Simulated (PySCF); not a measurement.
C6H10Cl2Si.
Numbering: `[CH2:1]=[CH:2][C@@H:3]([Cl:4])[C@@H:5]([Cl:6])[C@@H:7]1[CH2:8][SiH2:9]1` (hydrogens: H10, H11 on C1; H12 on C2; H13 on C3; H14 on C5; H15 on C7; H16, H17 on C8; H18, H19 on Si9)

Structure used (GFN2-xTB), in Å, numbered top down from 1:
```
atom  x, y, z in Å
C1     2.7219    1.2223   -0.1869
C2     1.7280    0.5375    0.3475
C3     1.3303   -0.8287   -0.1022
Cl4    1.4925   -1.9429    1.2975
C5    -0.0983   -0.8608   -0.6397
Cl6   -0.3892   -2.5065   -1.3556
C7    -1.1571   -0.5481    0.3618
C8    -2.5727   -0.3066   -0.1835
Si9   -1.7992    1.2238    0.5787
H10    2.9846    2.2047    0.1656
H11    3.3131    0.8280   -0.9971
H12    1.1507    0.9371    1.1692
H13    2.0180   -1.2039   -0.8648
H14   -0.1528   -0.1787   -1.4931
H15   -1.1130   -1.2028    1.2245
H16   -2.6724   -0.3831   -1.2576
H17   -3.3671   -0.8379    0.3209
H18   -2.1786    1.6260    1.9186
H19   -1.2486    2.2301   -0.3113
```

Computed at PBE0/pcSseg-1 (PySCF, non-relativistic), with Q(35Cl) = −0.0817 b: Cl4, 35Cl (I = 3/2): χzz = -76.12 MHz, η = 0.011; Cl6, 35Cl (I = 3/2): χzz = -73.37 MHz, η = 0.018.

Q: Find the zero-field quadrupole resonance frequencies of 35Cl at Cl4.

A: From ν = (|χ|/2)√(1 + η²/3): ν = 38.06 MHz (alkyl chlorine). For 37Cl the ratio of quadrupole moments, 0.7881, gives 30.00 MHz.

Q: Find the zero-field quadrupole resonance frequencies of 35Cl at Cl6.

A: From ν = (|χ|/2)√(1 + η²/3): ν = 36.69 MHz (alkyl chlorine). For 37Cl the ratio of quadrupole moments, 0.7881, gives 28.91 MHz.

Q: Apply the simplest Townes–Dailey estimate (no s hybridisation, no π bonding), ionic character = 1 − χzz/χ0, where χ0 is the coupling for one missing p electron along the bond: −109.74 MHz for 35Cl.

A: Cl4 on C3: 1 − (-76.12)/(-109.74) = 0.31; Cl6 on C5: 1 − (-73.37)/(-109.74) = 0.33. In this model a purely covalent bond gives χ0 and a free halide ion gives zero; s hybridisation or π bonding, where present, is counted here as ionic character.

In a crystal, neighbours and librations shift these lines. Geometry: GFN2-xTB, one conformer, isolated molecule. GFN2-xTB bond lengths can be off by several hundredths of an ångström, more for odd bonds, and the gradients follow them. These gradients aren't converged with respect to the basis.
